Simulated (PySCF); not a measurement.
C2H5BF2O, SMILES C[C@H](O)B(F)F.

Geometry optimised at r2SCAN-D4/def2-SVP. The structure was generated by enumeration; whether it is a known compound was not checked. One conformer was computed; it need not be the lowest.

Level of theory: PBE/def2-TZVP in PySCF.

Isolated molecule, no solvent.

Problem. Estimate the frontier levels, gap, dipole moment and polarisability. (An estimate is asked for; the answer gives what the named calculation found.)

Solution. 
```
Quantity                                                                                                        Value
---------------------------------------------------------------------------------------------  ----------------------
highest occupied level                                                                                       -6.54 eV
lowest empty level                                                                                           -0.94 eV
orbital gap                                                                                                   5.59 eV
dipole moment                                                                                               0.556 e·Å
quadrupole, principal values (traceless, Buckingham form, about the centre of nuclear charge)   -6.06, 1.60, 4.45 D·Å
mean static polarisability                                                                       44.1 bohr³ (6.53 Å³)
polarisability, principal values                                                               38.4, 46.0, 47.9 bohr³
```
